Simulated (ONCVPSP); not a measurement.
**Transferability test, ONCV potential for boron**

ONCVPSP 4.0.1 input, shortened (lines: element, Z, core and valence counts, functional; n l f; lmax; l rc ep ncon nbas qcut; lloc lpopt rc5 dvloc0; l nproj debl; icmod fcfact rcfact), LDA (Perdew-Wang 92), scalar-relativistic:

```
  B 5.00    1    2  -001012      upf
    1    0    2.00
    2    0    2.00
    2    1    1.00
    2
    0    1.40    0.00    5    8    5.80
    1    3.15    0.00    3    7    4.20
    2    2.50    0.09    4    8    3.80
    4    5    0.90    0.00
    0    2    3.40
    1    1    0.70
    2    3    3.90
    0    0.00    0.00
```

Energies are relative to the spin-unpolarised reference configuration 2s2 2p1; without spin polarisation the order of configurations can differ from experiment.

(1) Give the all-electron excitation energy and the error of the potential for: 2s2 2p0; 2s1 2p0; 2s2 2p0.5; 2s1 2p1.

Answers

(1)

```json
{"valence configuration": "2s2 2p0", "charge": "+1", "ΔE all-electron (eV)": "8.321", "error AE − PS (meV)": "+126"}
{"valence configuration": "2s1 2p0", "charge": "+2", "ΔE all-electron (eV)": "33.619", "error AE − PS (meV)": "+416"}
{"valence configuration": "2s2 2p0.5", "charge": "+0.5", "ΔE all-electron (eV)": "2.940", "error AE − PS (meV)": "+19"}
{"valence configuration": "2s1 2p1", "charge": "+1", "ΔE all-electron (eV)": "14.277", "error AE − PS (meV)": "-50"}
```
